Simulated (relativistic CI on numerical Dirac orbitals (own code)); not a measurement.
## What each ingredient does to the levels of Ga⁷⁺

Base calculation: Dirac-Coulomb-Breit CI, orbitals from a KLI potential per configuration, model QED, unscaled Slater integrals.

Configuration list (outside the closed core [Ne]): 3s²3p⁶3d⁶, 3s²3p⁵3d⁷, 3s²3p⁶3d⁵4s, 3s²3p⁴3d⁸, 3s²3p⁶3d⁵4p, 3s3p⁶3d⁷, 3s²3p⁶3d⁴4s², 3s²3p⁶3d⁵4d, 3s²3p⁶3d⁴4s4p, 3s²3p⁶3d⁴4p², 3s²3p⁶3d⁵5s, 3s²3p⁶3d⁵4f, 3p⁶3d⁸, 3s²3p⁶3d⁴4s4d, 3s²3p⁶3d⁵5p, 3s²3p⁶3d⁵5d, 3s²3p⁶3d⁴4p4d, 3s²3p⁶3d⁵6s, 3s²3p⁶3d⁵5f, 3s²3p⁶3d⁵5g, 3s²3p⁶3d⁵6p, 3s²3p⁵3d⁶4s, 3s²3p⁶3d⁵6d, 3s²3p⁶3d⁴4d², 3s²3p⁵3d⁵4s², 3s3p⁵3d⁸, 3s²3p⁴3d⁷4s, 3s3p⁶3d⁵4s², 3s3p⁶3d⁶4s, 3s²3p⁵3d⁶5s, 3s3p⁶3d⁶4p, 3s3p⁶3d⁶5s. Levels of other configurations are missing.

Variants: (1) valence Slater integrals scaled by 0.9; (2) only the first 3 configurations; (3) non-relativistic limit. Shifts of the energy above 3s²3p⁶3d⁶ ⁵D4, in cm⁻¹, for the lowest level and the first level of each name with at least 55 % of one term (blank where a level changes its place among those of its configuration and J or its character, or is not in the variant):

```csv
Level,Base,Δ(1),Δ(2),Δ(3)
3s²3p⁶3d⁶ ⁵D4,0.0,0.0,0.0,0.0
3s²3p⁶3d⁶ ⁵D3,1985.9,+11.3,-8.8,-1985.9
3s²3p⁶3d⁶ ⁵D2,3233.2,-3.1,+29.8,-3233.2
3s²3p⁶3d⁶ ⁵D1,4026.7,-9.0,+53.8,-4026.7
3s²3p⁶3d⁶ ⁵D0,4409.3,-12.8,+67.6,-4409.3
3s²3p⁶3d⁶ ³P2,34801.6,-2845.8,+7189.1,+570.0
3s²3p⁶3d⁶ ³F4,40391.1,-3907.6,,+66.9
3s²3p⁶3d⁶ ³P1,40452.2,-2836.7,+7125.2,-5080.7
3s²3p⁶3d⁶ ³H6,40946.8,-4153.8,-2259.7,-462.7
3s²3p⁶3d⁶ ³H5,41752.9,-4180.4,-2102.8,-1268.7
3s²3p⁶3d⁶ ³P0,42085.9,-2956.3,+7184.6,-6714.4
3s²3p⁶3d⁶ ³F3,42246.6,-3716.3,+3144.2,-1788.7
3s²3p⁶3d⁶ ³F2,42945.4,-3706.3,+3352.7,-2487.5
3s²3p⁶3d⁶ ³H4,42982.7,-4013.2,,-2498.5
```

At this charge configurations can still be misplaced by up to about 7 % of their energy. Terms inside the open d or f shell come out 10 to 20 % too wide with unscaled integrals.

Ionisation energy from the two ground configurations alone: base 168.124 eV; valence Slater integrals scaled by 0.9 168.658 eV. The NIST ASD value (theoretical) is 169.9 eV.
